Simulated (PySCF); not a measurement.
C₄H₇ (SMILES C=C([CH2-])C), charge -1, singlet, geometry from GFN2-xTB; MP2/def2-SVP (PySCF).

Here is a job for PySCF.
```python
from pyscf import gto, scf, mp

mol = gto.Mole()
mol.atom = '''
    C    -0.190241    0.130603    1.423309
    C    -0.004990    0.116648    0.059086
    H    -0.287449    1.056326    1.975773
    H    -0.207554   -0.779681    2.011697
    C     0.086767    1.204930   -0.780612
    H     0.177322    1.091179   -1.855013
    H    -0.032235    2.217556   -0.417331
    C     0.103564   -1.248710   -0.600348
    H     0.366004   -2.021010    0.126191
    H    -0.848143   -1.536620   -1.061734
    H     0.861453   -1.248571   -1.388200
'''
mol.basis = 'def2-svp'
mol.charge = -1
mol.spin = 0
mol.verbose = 4
mol.build()

mf = scf.RHF(mol)
mf.kernel()

pt = mp.MP2(mf, frozen=4)
pt.kernel()
print('E(MP2) = %.10f' % pt.e_tot)
```

What the program printed (banner, timings and long lists left out):

```
PySCF version 2.14.0

[INPUT] verbose = 4
[INPUT] num. atoms = 11
[INPUT] num. electrons = 32
[INPUT] charge = -1
[INPUT] spin (= nelec alpha-beta = 2S) = 0
[INPUT] symmetry False subgroup None
[INPUT] Mole.unit = angstrom
[INPUT] Symbol           X                Y                Z      unit          X                Y                Z       unit  Magmom
[INPUT]  1 C     -0.190241000000   0.130603000000   1.423309000000 AA   -0.359503387663   0.246803901047   2.689664200629 Bohr   0.0
[INPUT]  2 C     -0.004990000000   0.116648000000   0.059086000000 AA   -0.009429733362   0.220432772978   0.111656357796 Bohr   0.0
[INPUT]  3 H     -0.287449000000   1.056326000000   1.975773000000 AA   -0.543199884780   1.996166838257   3.733669854310 Bohr   0.0
[INPUT]  4 H     -0.207554000000  -0.779681000000   2.011697000000 AA   -0.392220216058  -1.473383554527   3.801556375609 Bohr   0.0
[INPUT]  5 C      0.086767000000   1.204930000000  -0.780612000000 AA    0.163965866650   2.276987699272  -1.475142889549 Bohr   0.0
[INPUT]  6 H      0.177322000000   1.091179000000  -1.855013000000 AA    0.335090015860   2.062029462877  -3.505466527508 Bohr   0.0
[INPUT]  7 H     -0.032235000000   2.217556000000  -0.417331000000 AA   -0.060915321625   4.190573505886  -0.788641293291 Bohr   0.0
[INPUT]  8 C      0.103564000000  -1.248710000000  -0.600348000000 AA    0.195707596364  -2.359719909006  -1.134493299430 Bohr   0.0
[INPUT]  9 H      0.366004000000  -2.021010000000   0.126191000000 AA    0.691647320495  -3.819155395007   0.238466429385 Bohr   0.0
[INPUT] 10 H     -0.848143000000  -1.536620000000  -1.061734000000 AA   -1.602757984467  -2.903790957529  -2.006386477139 Bohr   0.0
[INPUT] 11 H      0.861453000000  -1.248571000000  -1.388200000000 AA    1.627910239185  -2.359457237074  -2.623317806121 Bohr   0.0

nuclear repulsion = 112.850408987864
number of shells = 45
number of NR pGTOs = 145
number of NR cGTOs = 91
basis = def2-svp
ecp = {}

******** <class 'pyscf.scf.hf.RHF'> ********
method = RHF
initial guess = minao
damping factor = 0
level_shift factor = 0
DIIS = <class 'pyscf.scf.diis.CDIIS'>
diis_start_cycle = 1
diis_space = 8
diis_damp = 0
SCF conv_tol = 1e-09
SCF conv_tol_grad = None
SCF max_cycles = 50
direct_scf = True
direct_scf_tol = 1e-13
Set gradient conv threshold to 3.16228e-05
Initial guess from minao.
init E= -155.908886545201
  HOMO = -0.118579138985786  LUMO = 0.109217171464256  gap/eV = 6.19865
cycle= 1 E= -155.272220046782  delta_E= 0.637  |g|= 0.414  |ddm|= 3.16
  HOMO = 0.0487657507387658  LUMO = 0.345028671874554  gap/eV = 8.06172
cycle= 2 E= -155.325726991258  delta_E= -0.0535  |g|= 0.147  |ddm|= 0.719
  HOMO = -0.0102831015891431  LUMO = 0.349276552402555  gap/eV = 9.78412
cycle= 3 E= -155.332115940049  delta_E= -0.00639  |g|= 0.0453  |ddm|= 0.228
  HOMO = -0.00141166312805296  LUMO = 0.350168893707502  gap/eV = 9.56699
cycle= 4 E= -155.332894281725  delta_E= -0.000778  |g|= 0.00688  |ddm|= 0.0724
  HOMO = -0.00140759239795019  LUMO = 0.350027667401175  gap/eV = 9.56304
cycle= 5 E= -155.332915491903  delta_E= -2.12e-05  |g|= 0.00236  |ddm|= 0.0161
  HOMO = -0.00148735420647172  LUMO = 0.349919194178574  gap/eV = 9.56226
cycle= 6 E= -155.332920236488  delta_E= -4.74e-06  |g|= 0.00101  |ddm|= 0.00748
  HOMO = -0.00160752489466276  LUMO = 0.349879609415216  gap/eV = 9.56445
cycle= 7 E= -155.332920821847  delta_E= -5.85e-07  |g|= 0.000241  |ddm|= 0.0027
  HOMO = -0.00161783851582165  LUMO = 0.34988833365497  gap/eV = 9.56497
cycle= 8 E= -155.332920862569  delta_E= -4.07e-08  |g|= 6.9e-05  |ddm|= 0.000633
  HOMO = -0.00162829489186045  LUMO = 0.349878218746618  gap/eV = 9.56498
cycle= 9 E= -155.332920865309  delta_E= -2.74e-09  |g|= 1.34e-05  |ddm|= 0.000202
  HOMO = -0.00162967350649401  LUMO = 0.34987846511643  gap/eV = 9.56502
cycle= 10 E= -155.332920865456  delta_E= -1.47e-10  |g|= 3.09e-06  |ddm|= 6.16e-05
  HOMO = -0.00162967525665803  LUMO = 0.34987836208832  gap/eV = 9.56502
Extra cycle  E= -155.332920865465  delta_E= -8.81e-12  |g|= 1.66e-06  |ddm|= 1.27e-05
converged SCF energy = -155.332920865465

******** <class 'pyscf.mp.mp2.RMP2'> ********
nocc = 12, nmo = 87
frozen orbitals 4
E(RMP2) = -155.89957120836  E_corr = -0.566650342894966
E(SCS-RMP2) = -155.897462334796  E_corr = -0.56454146933116
E_corr(same-spin) = -0.133198779395537
E_corr(oppo-spin) = -0.433451563499429
E(MP2) = -155.8995712084
```
